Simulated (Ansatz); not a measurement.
System: trichlorogermane, sum formula GeHCl3, charge 0, multiplicity 1. 
Coordinates optimised at B3LYP-D3(BJ)/def2-TZVP (Ansatz, an electronic-structure program):
```
Ge
H 1 1.5259
Cl 1 2.1442 2 110.42
Cl 1 2.1442 2 110.42 3 -120.00
Cl 1 2.1442 2 110.42 4 -120.00
```

Basis-set convergence of Hartree-Fock and CCSD correlation energies (hartree) with Ansatz. Cores are frozen in the correlated levels unless marked. Spin-orbit coupling is left out. Frozen are the shells of the preceding noble gas and the d and f shells that filled before the atom's block. No relativistic terms.

```csv
basis,functions,E(HF),"E(corr, CCSD)"
def2-SVP,91,-3453.88321,-0.52918
def2-TZVPP,188,-3454.62626,-0.72849
def2-QZVPP,329,-3454.70633,-0.79095
```

Extrapolating the two largest sets (X = 3 and 4) as X^-3: E(corr) = (64·(-0.79095) - 27·(-0.72849))/37 = -0.8365 Eh, an estimate of the basis-set limit. The largest set recovers 94.6 % of it, the smallest 63.3 %.
